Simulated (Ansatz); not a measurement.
Consider the formal hydrolysis of the Al–Br bond: `[CH3][Al]([OH])[Br]` + H₂O → `[CH3][Al]([OH])[OH]` + HBr.

Isolated molecules relaxed with PBE0-D4/def2-TZVP in Ansatz; ΔE leaves out vibrations. CCSD(T)/CBS is the MP2 limit (def2-TZVPP, def2-QZVPP) plus CCSD(T) − MP2 in def2-TZVPP, frozen cores. This one scheme is used for every species. Functionals use def2-TZVPP. HSE06 is defined as in plane-wave codes. For Br outer-core shells are correlated without core-valence functions, which leaves a few kJ/mol of doubt a bond. Scalar relativity is left out up to krypton. One conformer a species, not always the lowest.

| level | ΔE (kcal/mol) | difference from CCSD(T)/CBS |
| --- | --- | --- |
| LDA (SPW92) | 6.9 | -1.8 |
| r2SCAN-D4 | 8.0 | -0.7 |
| r2SCANh-D4 | 8.4 | -0.3 |
| BLYP | 5.2 | -3.5 |
| HSE06 | 9.3 | 0.6 |
| MP2/def2-SVP | 7.4 | -1.3 |
| CCSD/def2-SVP | 6.7 | -2.0 |
| CCSD(T)/def2-SVP | 6.7 | -2.0 |
| CCSD(T)/def2-TZVPP | 7.5 | -1.2 |
| HF/def2-QZVPP | 8.6 | -0.1 |
| CCSD(T)/CBS | 8.7 | 0 |

Largest T1 diagnostic among the species: 0.012.

At CCSD(T), def2-SVP lies −2.0 kcal/mol from the extrapolated value and def2-TZVPP −1.2 kcal/mol. From PBE to PBE0 (25 % exact exchange), in def2-TZVPP and without D4, ΔE moves by +1.1 kcal/mol. Leaving LDA and LC-ωPBE aside and taking each functional with its dispersion term where it has one, the values, not all of them listed here, spread over 3.8 kcal/mol, from BLYP-D4 to HSE06-D4. LDA lies −1.1 kcal/mol from PBE without D4.
